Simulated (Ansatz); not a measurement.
Cartesian coordinates in Å:
```
C -0.735 -0.256 -1.319
C 0.149 -0.441 -0.104
C 0.095 -1.847 0.449
O -0.282 0.442 0.937
B 0.165 1.706 1.020
O 1.066 2.226 0.139
F -0.301 2.466 2.017
H -0.667 0.767 -1.695
H -0.429 -0.934 -2.119
H -1.776 -0.469 -1.065
H 1.182 -0.190 -0.368
H 0.731 -1.939 1.331
H -0.928 -2.103 0.735
H 0.436 -2.564 -0.300
H 1.296 3.135 0.341
```

Total charge 0; spin multiplicity 1.

(1) List the PBE0/def2-TZVPP orbital energies in eV (the Gaussian-basis code of Ansatz). (Estimate.)

Results:

(1) The calculation gave: Occupied: -673.77, -523.22, -522.94, -279.79, -277.91, -277.88, -186.62, -33.57, -29.37, -28.68, -22.02, -19.50, -17.11, -16.18, -14.96, -14.61, -13.22, -12.83, -12.40, -12.23, -11.05, -10.90, -10.83, -10.65, -10.32, -10.12, -9.10, -8.63. Lowest empty: 0.67, 1.54, 1.90, 2.50, 2.58, 2.69, 2.82, 3.29.
